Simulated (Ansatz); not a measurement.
Basis-set extrapolation for C2H9FSi2, SMILES `F[SiH2]CC[SiH3]` (PBE0-D4/def2-TZVP geometry, frozen core, Ansatz). Multiplicity 1, RHF reference.

|  | def2-TZVPP | def2-QZVPP |
| --- | --- | --- |
| HF | -758.443921 | -758.470910 |
| MP2 correlation | -0.855444 | -0.920657 |
| CCSD(T) correlation | -0.946601 | not run |

Energies in hartree. Use E(X) = E(∞) + A·exp(−7.88·√X) for Hartree–Fock and E(X) = E(∞) + B·X^(−2.97) for correlation, with X = 3 and 4, and add CCSD(T) minus MP2 of the smaller set to the MP2 limit.

Question: What is the CCSD(T) energy at the basis-set limit?

Answer: HF limit: -758.470910 + (-0.026989) × 0.13774 = -758.47463. MP2 limit: -0.920657 + (-0.065213) × 0.74074 = -0.96896. Higher-order term: -0.946601 − (-0.855444) = -0.09116. Total: -759.53475 hartree, 3.92 eV below CCSD(T)/def2-TZVPP.
